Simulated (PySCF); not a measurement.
Interval between two levels of C³⁺ by level of theory

C³⁺ [He] 2s1 [2S1/2, M_J = 1/2] → C³⁺ [He] 2p1 [2P3/2, M_J = 3/2], as a difference of total energies. Calculation: PySCF 2.14, in x2c-TZVPall-2c with one added diffuse shell each of s, p, d type (6s4p3d1f, 40 functions); the two-component X2C-1e Hamiltonian. Correlated levels: 1s2 frozen. "Screened" scales the spin-orbit matrix elements by Boettger's factors to mimic the two-electron term; Breit and QED terms are absent.

| method | interval between two levels (cm⁻¹) |
| --- | --- |
| GHF (spin-free) | 65123 |
| GMP2 (spin-free) | 65123 |
| GCCSD (spin-free) | 65123 |
| GCCSD(T) (spin-free) | 65123 |
| GHF (screened spin-orbit) | 65163 |
| GMP2 (screened spin-orbit) | 65163 |
| GCCSD (screened spin-orbit) | 65163 |
| GCCSD(T) (screened spin-orbit) | 65163 |
